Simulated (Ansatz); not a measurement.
Nb₂O₂⁺. Total charge 1; quartet. Geometry r2SCAN-D4/def2-TZVP; atoms count from 1.

```tsv
atom	x (Å)	y (Å)	z (Å)
Nb1	0.998	1.036	-0.832
Nb2	-1.627	-0.039	-0.335
O3	-1.105	-1.080	0.852
O4	1.735	0.083	0.315
```

In the def2 sets Nb takes a core potential; there is no spin–orbit coupling. At PBE0-D4/def2-TZVP a doublet of charge 1 lies 0.14 eV below the quartet, each at its own geometry. The structure comes from a short search, and lower isomers may exist.

(1) Estimate the Mulliken populations from the PBE0/def2-TZVP orbitals of Ansatz.

(2) Where does the spin sit?

(3) And the Mayer bond orders between heavy atoms (over 0.3)?

## Answers

(1) 
```tsv
atom	charge (e)	spin (α − β)	d electrons
Nb1	0.88	1.64	3.26
Nb2	0.88	1.64	3.26
O3	-0.38	-0.14	–
O4	-0.38	-0.14	–
```
Mulliken values depend strongly on the basis.

(2) Summed by element: Nb 3.29, O -0.29, of 3 unpaired in all. Largest on single atoms: Nb2 1.64, Nb1 1.64, O3 -0.14.

(3) Nb1–Nb2 1.47 (2.88 Å); Nb1–O4 2.37 (1.66 Å); Nb2–O3 2.37 (1.66 Å).
